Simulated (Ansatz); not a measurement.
`CN[SiH2]OC`, charge 0, multiplicity 1.

(1) Give a relaxed structure at PBE0-D4/def2-TZVP (the Gaussian-basis code of Ansatz). (Estimate.)

Answers

(1) Computed: 
```xyz
14

C     0.318   -1.364    1.395
N     0.893   -1.094    0.096
Si    0.079   -0.400   -1.232
O     0.026    1.244   -1.312
C    -0.642    2.026   -0.353
H     0.618   -2.347    1.770
H    -0.772   -1.370    1.313
H     0.587   -0.616    2.150
H     1.899   -1.142    0.078
H    -1.322   -0.899   -1.138
H     0.784   -0.785   -2.474
H    -0.705    3.051   -0.723
H    -1.661    1.662   -0.171
H    -0.102    2.035    0.601
```
This is one stationary point; other conformers may exist.
